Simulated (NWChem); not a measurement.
System: isocyanic acid (CHNO); SMILES N=C=O

Input file for NWChem:

```
start job
memory heap 200 mb stack 900 mb global 1100 mb
geometry units angstroms noautosym nocenter noautoz
  N      0.165458     1.178009     0.000000
  C     -0.013213    -0.027901     0.000000
  O     -0.029805    -1.202413     0.000000
  H     -0.566281     1.872091     0.000000
end
basis spherical
  N library def2-svp
  C library def2-svp
  O library def2-svp
  H library def2-svp
end
dft
  xc pbe0
  iterations 150
end
property
  shielding
end
task dft property
```

Excerpt of the output:

```
             Northwest Computational Chemistry Package (NWChem) 7.3.0
             --------------------------------------------------------

                             Geometry "geometry" -> ""
                             -------------------------

 Output coordinates in angstroms (scale by  1.889725989 to convert to a.u.)

  No.       Tag          Charge          X              Y              Z
 ---- ---------------- ---------- -------------- -------------- --------------
    1 N                    7.0000     0.16545800     1.17800900     0.00000000
    2 C                    6.0000    -0.01321300    -0.02790100     0.00000000
    3 O                    8.0000    -0.02980500    -1.20241300     0.00000000
    4 H                    1.0000    -0.56628100     1.87209100     0.00000000

 Effective nuclear repulsion energy (a.u.)      58.8967876644

                              NWChem Property Module
                              ----------------------

  itol2e modified to match energy
  convergence criterion.

                                 NWChem DFT Module
                                 -----------------

 Summary of "ao basis" -> "ao basis" (spherical)
 ------------------------------------------------------------------------------
       Tag                 Description            Shells   Functions and Types
 ---------------- ------------------------------  ------  ---------------------
 N                          def2-svp                 6       14   3s2p1d
 C                          def2-svp                 6       14   3s2p1d
 O                          def2-svp                 6       14   3s2p1d
 H                          def2-svp                 3        5   2s1p

  itol2e modified to match energy
  convergence criterion.

            General Information
            -------------------
          SCF calculation type: DFT
          Wavefunction type:  closed shell.
          No. of atoms     :     4
          No. of electrons :    22
           Alpha electrons :    11
            Beta electrons :    11
          Charge           :     0
          Spin multiplicity:     1
          Use of symmetry is: off; symmetry adaption is: off
          Maximum number of iterations: 150
          AO basis - number of functions:    47
                     number of shells:    21
          Convergence on energy requested:  1.00D-07
          Convergence on density requested:  1.00D-05
          Convergence on gradient requested:  5.00D-04

[...]

          -----------------------------------------
          Chemical Shielding Tensors (GIAO, in ppm)
          -----------------------------------------

                                NWChem CPHF Module
                                ------------------

  scftype          =     RHF
  nclosed          =       11
  nopen            =        0
  variables        =      396
  # of vectors     =        3
  tolerance        = 0.10D-03
  level shift      = 0.00D+00
  max iterations   =       50
  max subspace     =       30

 SCF residual:    3.8824500536744976E-004

Iterative solution of linear equations
  No. of variables      396
  No. of equations        3
  Maximum subspace       30
        Iterations       50
       Convergence  1.0D-04

   iter   nsub   residual    time
   ----  ------  --------  ---------
     1      3    5.28D-01      10.5
     2      6    2.67D-02      12.7
     3      9    2.18D-03      14.9
     4     12    9.51D-05      17.0

      Atom:    1  N
        Diamagnetic
    312.2301     -0.1440     -0.0000
     -0.1440    339.4760      0.0000
     -0.0000      0.0000    303.9652

        Paramagnetic
   -159.6090     12.0693      0.0000
     12.0693      7.0545     -0.0000
      0.0000     -0.0000    -95.0568

        Total Shielding Tensor
    152.6211     11.9253      0.0000
     11.9253    346.5305      0.0000
      0.0000      0.0000    208.9084

           isotropic =     236.0200
          anisotropy =     166.8617

          Principal Components and Axis System
                 1           2           3
              347.2611    208.9084    151.8905

      1         0.0612      0.0000      0.9981
      2         0.9981     -0.0000     -0.0612
      3         0.0000      1.0000     -0.0000

      Atom:    2  C
        Diamagnetic
    263.3183      1.1012      0.0000
      1.1012    284.4317      0.0000
      0.0000      0.0000    261.9580

        Paramagnetic
   -291.4811     -7.5843     -0.0000
     -7.5843    -13.8881     -0.0000
     -0.0000     -0.0000   -299.8660

        Total Shielding Tensor
    -28.1628     -6.4831     -0.0000
     -6.4831    270.5436      0.0000
     -0.0000      0.0000    -37.9080

           isotropic =      68.1576
          anisotropy =     303.7900

          Principal Components and Axis System
                 1           2           3
              270.6843    -37.9080    -28.3034

      1        -0.0217      0.0000      0.9998
      2         0.9998      0.0000      0.0217
      3         0.0000      1.0000     -0.0000

      Atom:    3  O
        Diamagnetic
    385.4775     -1.2278     -0.0000
     -1.2278    413.9165      0.0000
     -0.0000      0.0000    384.8824

        Paramagnetic
   -232.3164    -19.7040     -0.0000
    -19.7040    -44.0913      0.0000
     -0.0000      0.0000   -337.3612

        Total Shielding Tensor
    153.1611    -20.9318     -0.0000
    -20.9318    369.8252      0.0000
     -0.0000      0.0000     47.5212

           isotropic =     190.1692
          anisotropy =     272.4895

          Principal Components and Axis System
                 1           2           3
              371.8288    151.1574     47.5212

      1        -0.0953      0.9954      0.0000
      2         0.9954      0.0953     -0.0000
      3         0.0000     -0.0000      1.0000

      Atom:    4  H
        Diamagnetic
     30.1249     -9.2160     -0.0000
     -9.2160     36.4582      0.0000
     -0.0000      0.0000     21.2709

        Paramagnetic
     -3.6419      2.0900      0.0000
      2.0900      0.3868     -0.0000
      0.0000     -0.0000      1.9922

[...]
```

Level: PBE0/def2-SVP, GIAO. Coordinates come from a B3LYP/6-31G* (spherical d) optimisation. The printed shielding anisotropy is the first printed principal value minus the mean of the other two.
